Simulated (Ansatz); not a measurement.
Geometry optimisation, Ansatz, RHF/6-31G*.

input.yaml

```yaml
crystal:
  periodic: [false, false, false]
  atoms:
    - { symbol: B, position_ang: [0.0, 0.0, 0.0] }
    - { symbol: F, position_ang: [0.0, 0.0, 1.67] }
    - { symbol: F, position_ang: [1.1431, 0.0, -0.66] }
    - { symbol: C, position_ang: [-1.3856, 0.0, -0.8] }
    - { symbol: H, position_ang: [-1.9458, -0.9305, -0.5708] }
    - { symbol: H, position_ang: [-1.9898, 0.8797, -0.4946] }
    - { symbol: H, position_ang: [-1.1839, 0.0508, -1.8903] }
    - { symbol: P, position_ang: [0.0991, 2.0949, 0.6969] }
    - { symbol: H, position_ang: [0.6595, 2.1347, 2.001] }
    - { symbol: H, position_ang: [0.9104, 2.8515, -0.1895] }
    - { symbol: H, position_ang: [0.0504, 1.0661, 1.6663] }
basis:
  gaussian: { orbitals: "6-31G*" }
hamiltonian:
  xc: hf
relax:
  f_tol: 0.15
  max_steps: 25
  restrain:
    - { distance: [0, 7], at: 3.11, k: 30.0 }
    - { distance: [10, 1], at: 2.12, k: 30.0 }
    - { distance: [0, 1], at: 1.32, k: 30.0 }
    - { distance: [10, 7], at: 1.42, k: 30.0 }
```

Command:

```bash
$ ansatz run input.yaml --threads 1 --pin off --max-ram 2048MiB --backend cpu --events-out ev --progress --plain --runs-dir out
```

Task: Where does it end, and by what steps?

Result: The forces met the threshold. The restraints hold the end off the free minimum. After 15 steps the energy has fallen by 7.518 eV (the restraints' own energy left out); H9 moved furthest, 1.40 Å.

| step | energy less start (eV) | largest force component (eV/Å) | accepted |
| --- | --- | --- | --- |
| 0 | 0.0000 | 7.767 | yes |
| 1 | -1.2193 | 4.282 | yes |
| 2 | -2.7702 | 3.945 | yes |
| 3 | -4.1644 | 2.628 | yes |
| 4 | -5.8176 | 2.527 | yes |
| 5 | -6.7408 | 1.765 | yes |
| 6 | -7.2043 | 1.310 | yes |
| 7 | -7.3329 | 0.809 | yes |
| 8 | -7.3773 | 0.930 | yes |
| 9 | -7.3919 | 1.049 | yes |
| 10 | -7.4249 | 0.607 | yes |
| 11 | -7.4390 | 0.665 | yes |
| 12 | -7.4549 | 0.685 | yes |
| 13 | -7.4686 | 0.712 | yes |
| 14 | -7.5042 | 0.674 | yes |
| 15 | -7.5179 | 0.692 | yes |

```xyz
11
Properties=species:S:1:pos:R:3
B -0.286 -0.259 -0.103
F -0.275 -0.460 1.201
F 0.893 -0.096 -0.662
C -1.615 -0.271 -0.931
H -1.897 -1.299 -1.158
H -2.434 0.170 -0.373
H -1.508 0.256 -1.872
P 0.502 2.569 0.949
H 0.568 3.529 1.968
H 1.867 2.581 0.633
H 0.542 1.429 1.777
```

Run time: 37 s on 1 thread of Arm Neoverse V2, with other jobs on the host, peak memory 0.17 GiB.
